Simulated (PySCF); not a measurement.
A calculated (MN15, PySCF 2.14, def2-SVP, no relativity, point nucleus) atom or ion has these occupied shells.

| shell | electrons | orbital energy (eV) | rms radius, mean of both spins (bohr) |
| --- | --- | --- | --- |
| 1s α | 1 | -13894.6 | 0.0492 |
| 1s β | 1 | -13894.5 | 0.0492 |
| 2s α | 1 | -1815.8 | 0.204 |
| 2s β | 1 | -1815.4 | 0.204 |
| 2p α | 3 | -1664.2 | 0.179 |
| 2p β | 3 | -1664.0 | 0.179 |
| 3s α | 1 | -275.61 | 0.586 |
| 3s β | 1 | -275.60 | 0.586 |
| 3p α | 3 | -220.93 | 0.592 |
| 3p β | 3 | -220.83 | 0.592 |
| 3d α | 5 | -113.96 | 0.613 |
| 3d β | 5 | -113.87 | 0.613 |
| 4s α | 1 | -49.003 | 1.65 |
| 4s β | 1 | -45.820 | 1.65 |
| 4p α | 3 | -34.405 | 1.88 |
| 4p β | 1 | -32.310 | 1.88 |

(1) Name the element and its charge.

Answers

(1) Kr(2+) (krypton, charge +2), in [Ar] 3d10 4s2 4p4, high-spin 3P determinant.
